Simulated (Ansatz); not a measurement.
Molecule: CH7Cl2NSi2 (charge 0, singlet). 
Coordinates optimised at B3LYP-D3(BJ)/def2-TZVP (Ansatz, a quantum-chemistry and plane-wave program):
```xyz
13

C      1.8117    -0.8005    -0.7272
Si     0.4273     0.0229     0.1800
Cl     0.2571     1.9520    -0.5571
Cl     0.8684     0.1638     2.1913
N     -1.0574    -0.8126     0.0659
Si    -1.9178    -1.2711    -1.3719
H      1.9780    -1.8015    -0.3267
H      2.7302    -0.2219    -0.6270
H      1.5727    -0.8830    -1.7888
H     -1.5695    -0.8756     0.9359
H     -0.9711    -1.1244    -2.4982
H     -2.3719    -2.6777    -1.2755
H     -3.1045    -0.4179    -1.6136
```

Basis-set convergence of Hartree-Fock and CCSD correlation energies (hartree) with Ansatz. Correlated levels leave the core frozen unless marked. Spin-orbit coupling is left out. No relativistic terms.

```tsv
basis	functions	E(HF)	E(corr, CCSD)
cc-pV(D+d)Z	155	-1593.46552	-0.85684
cc-pV(T+d)Z	314	-1593.56244	-1.08086
cc-pV(Q+d)Z	576	-1593.58371	-1.15578
```

Extrapolating the two largest sets (X = 3 and 4) as X^-3: E(corr) = (64·(-1.15578) - 27·(-1.08086))/37 = -1.2105 Eh, an estimate of the basis-set limit. The largest set recovers 95.5 % of it, the smallest 70.8 %.
